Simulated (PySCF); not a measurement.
**I: ionisation energy**

I [Kr] 4d10 5s2 5p5 (2P) → I+ [Kr] 4d10 5s2 5p4 (3P), as a difference of total energies. Computed with PySCF 2.14 in def2-QZVPPD with the def2 core potential (28 electrons), with a scalar-relativistic core potential. Correlated levels: valence: 4s2 4p6 4d10 frozen. The calculations carry no spin-orbit coupling.

```tsv
method	ionisation energy (eV)
UHF	9.545
MP2 (valence)	10.384
SCS-MP2 (valence)	10.402
CCSD (valence)	10.417
CCSD(T) (valence)	10.464
```

Errors of the correlated levels include the incompleteness of this basis and the frozen core.

Problem. Which method comes closest to the reference value, and which is furthest?

Solution. The reference is 10.519 eV (measured; NIST levels, between the centres of gravity of the two terms). Closest: CCSD(T) (valence) (error -0.055 eV); furthest: UHF (error -0.974 eV).
